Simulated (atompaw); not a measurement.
# How hard is this Si (Z = 14) PAW (atompaw) potential?

silicon, PAW, made with atompaw 4.2.0.5 (PBE, scalar-relativistic). Core [Ne], reference 3s2 3p0 (charge +2). Waves: 3s (bound): rc 2.25 bohr; 3s channel at -0.65 Ry: rc 1.35 bohr; 3p (bound, empty): rc 2.25 bohr; 3p channel at -0.45 Ry: rc 2.25 bohr; 3d channel at 0.05 Ry: rc 2.25 bohr; 3d channel at 2.6 Ry: rc 2.25 bohr. Local part: vpsmatchnc scheme with l = 3 at -0.5 Ry, radius 2.15 bohr. Core correction: smooth core density matched at 1.90 bohr. Augmentation charge: gaussian compensation charge, radius 2.10 bohr; PAW radius 2.25 bohr; waves and projectors: custom rrkj vanderbiltortho.

The pseudo-atom Hamiltonian at the reference potential is diagonalised in spherical Bessel functions j_l(qr) that vanish at 20 bohr, with q² up to the cutoff. All-electron valence levels (Ry): 3s -2.0974, 3p -1.5070.

Q: How do the lowest levels (Ry) of each channel move with the cutoff, and are there ghosts?

A:

| cutoff (Ry) | s #1 | s #2 | p #1 | p #2 | d #1 | f #1 | f #2 | Σ f·Δε (mRy) |
| --- | --- | --- | --- | --- | --- | --- | --- | --- |
| 8 | -2.0971 | -0.6980 | -1.4985 | -0.5467 | -0.7846 | -0.2884 | -0.1648 | 0.6 |
| 10 | -2.0972 | -0.7023 | -1.5041 | -0.5484 | -0.7898 | -0.2885 | -0.1649 | 0.3 |
| 12 | -2.0973 | -0.7066 | -1.5061 | -0.5490 | -0.7912 | -0.2886 | -0.1650 | 0.2 |
| 400 | -2.0974 | -0.7139 | -1.5071 | -0.5492 | -0.7926 | -0.2887 | -0.1650 | 0.0 |

Result: no extra level below or beside the all-electron valence levels (s, p, d, f tested); 10 mRy is reached at 6 Ry and 1 mRy at 8 Ry.
